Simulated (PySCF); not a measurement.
**Working out the ionisation energy of Cu**

Cu [Ar] 3d10 4s1 (2S) → Cu⁺ [Ar] 3d10 (1S). Computed with PySCF 2.14 in aug-cc-pwCVDZ-PP with ECP10MDF (6s6p5d3f, 70 functions), with scalar relativity through the core potential. Frozen: nothing. Energies in hartree (1 hartree = 27.21139 eV):

```tsv
part	Cu (lower)	Cu⁺ (upper)
UHF	-196.165394	-195.923010
MP2 opposite-spin	-0.591270	-0.569591
MP2 same-spin	-0.296435	-0.279618
```

What does Hartree-Fock give?

(-195.923010) − (-196.165394) = 0.242384 hartree = 6.596 eV.

What do MP2 and SCS-MP2 (6/5 opposite-spin, 1/3 same-spin) give?

The opposite-spin parts differ by 0.590 eV and the same-spin parts by 0.458 eV. MP2: 6.596 + (0.590) + (0.458) = 7.644 eV. SCS-MP2: 6.596 + 1.2 × (0.590) + (0.458)/3 = 7.457 eV.

Measured between the centres of the two terms (NIST): 7.726 eV, so MP2 (valence and next inner shell) is off by -0.082 eV.

A double-zeta basis recovers only part of the correlation energy.

What remains against the reference includes basis incompleteness and correlation beyond second order.
